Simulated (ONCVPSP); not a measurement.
# Which change was made? (Li, ONCV)

ONCVPSP 4.0.1 input, shortened (lines: element, Z, core and valence counts, functional; n l f; lmax; l rc ep ncon nbas qcut; lloc lpopt rc5 dvloc0; l nproj debl; icmod fcfact rcfact), PBE, scalar-relativistic:

```
  Li 3.00    0    2        4      upf
    1    0    2.00
    2    1    1.00
    2
    0    0.60    0.00    3    7   25.70
    1    4.00    0.00    5    9    1.90
    2    3.05    0.02    4    7    3.50
    4    5    0.55    2.00
    0    2    2.10
    1    2    0.60
    2    2    2.70
    0    0.00    0.00
```

Cutoffs, loose and tight: the cutoffs (Ha) at which the residual kinetic energy of the hardest occupied pseudo-wave falls to 1 and 0.1 mHa per electron. They do not see the model core or the augmentation charge, which bear on the density cutoff. Test errors are all-electron minus pseudo excitation energies from the reference, over the configurations 1s2 2s1 2p0; 1s2 2p0; 1s2 2s0.5 2p0; 1s1 2s1 2p0; variants that change the core or the reference have their own tests. The largest error is taken over the tests solved by every variant that gives reliable tests at all, those not shown here included: 1s2 2p0; 1s2 2s0.5 2p0; 1s2 2s1 2p0.

The base gives: outcome: generated; cutoff, loose: 150 Ha; cutoff, tight: 191 Ha; bound ghosts: p; GHOST(+) flags above zero: none; largest test error (meV): +28.

Question: After one change the result is: outcome: generated; cutoff, loose: 159 Ha; cutoff, tight: 204 Ha; bound ghosts: p, s; GHOST(+) flags above zero: none; largest test error (meV): +22. Which change was it?
A. all radii scaled by about 0.79 (s 0.48, p 3.14, d 2.40 bohr); local potential polynomial inside 0.44 bohr (lpopt 5, dvloc0 2 Ha)
B. all radii scaled by about 1.31 (s 0.78, p 5.24, d 4.00 bohr); local potential polynomial inside 0.72 bohr (lpopt 5, dvloc0 2 Ha)
C. all radii scaled by about 1.11 (s 0.66, p 4.46, d 3.40 bohr); local potential polynomial inside 0.62 bohr (lpopt 5, dvloc0 2 Ha)
D. all radii scaled by about 0.94 (s 0.56, p 3.76, d 2.88 bohr); local potential polynomial inside 0.52 bohr (lpopt 5, dvloc0 2 Ha)

Answer: D. The others give: all radii scaled by about 0.79 (s 0.48, p 3.14, d 2.40 bohr); local potential polynomial inside 0.44 bohr (lpopt 5, dvloc0 2 Ha) → outcome: generated; cutoff, loose: 178 Ha; cutoff, tight: 227 Ha; bound ghosts: p; GHOST(+) flags above zero: d; largest test error (meV): +4.0 | all radii scaled by about 1.31 (s 0.78, p 5.24, d 4.00 bohr); local potential polynomial inside 0.72 bohr (lpopt 5, dvloc0 2 Ha) → outcome: generated; cutoff, loose: 109 Ha; cutoff, tight: 138 Ha; bound ghosts: p; GHOST(+) flags above zero: none; largest test error (meV): +47 | all radii scaled by about 1.11 (s 0.66, p 4.46, d 3.40 bohr); local potential polynomial inside 0.62 bohr (lpopt 5, dvloc0 2 Ha) → outcome: generated; cutoff, loose: 137 Ha; cutoff, tight: 176 Ha; bound ghosts: p; GHOST(+) flags above zero: none; largest test error (meV): +35.
